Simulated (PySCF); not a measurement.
# Exercise with solution: entropy of an ideal gas

F2HOSTa, SMILES [F][Ta]([F])([OH])=[S], multiplicity 1.

The structure is a stationary point at B3LYP-D3(BJ)/def2-SVP. The spin state was assumed, not searched. The structure was generated by enumeration; whether it is a known compound was not checked. The def2 effective core potentials stand for the cores of Ta; spin–orbit coupling is left out. The values are those of a single conformer.

B3LYP-D3(BJ)/def2-SVP in PySCF gives the harmonic wavenumbers 159, 168, 184, 190, 196, 403, 496, 544, 689, 694, 749, 3874 cm⁻¹ and the rotational temperatures 0.1349, 0.0964, 0.0941 K. The molar mass is 268.01 g/mol, the symmetry number 1, the spin multiplicity 1.

Q: Work out the entropy at 298.15 K and 1 atm in the rigid-rotor, harmonic-oscillator model.

A: 
Translation (Sackur–Tetrode at 1 atm): S = R[1.5 ln M + 2.5 ln T − 1.16487] = 178.5 J/(mol K).
Rotation: q = (√π/σ) T^1.5/√(θA θB θC) = 261000, S = R[ln q + 3/2] = 116.2 J/(mol K).
Vibration: with u = 1.4388 ν/T, each mode gives R[u/(e^u − 1) − ln(1 − e^−u)]:
```csv
ν (cm⁻¹),modes,u,S (J/(mol K))
159,1,0.77,10.72
168,1,0.81,10.28
184,1,0.89,9.57
190,1,0.92,9.32
196,1,0.95,9.08
403,1,1.94,3.98
496,1,2.39,2.80
544,1,2.63,2.33
689,1,3.32,1.34
694,1,3.35,1.31
749,1,3.61,1.06
```
The stiffer modes add less than 0.005 each. Sum 61.8 J/(mol K).
Spin: R ln 1 = 0.0 J/(mol K).
Total 356.4 J/(mol K); the program's own thermochemistry gives 356.4. Translation makes up 50 % and vibration 17 %. Anharmonicity, hindered rotation and orbital degeneracy are left out.
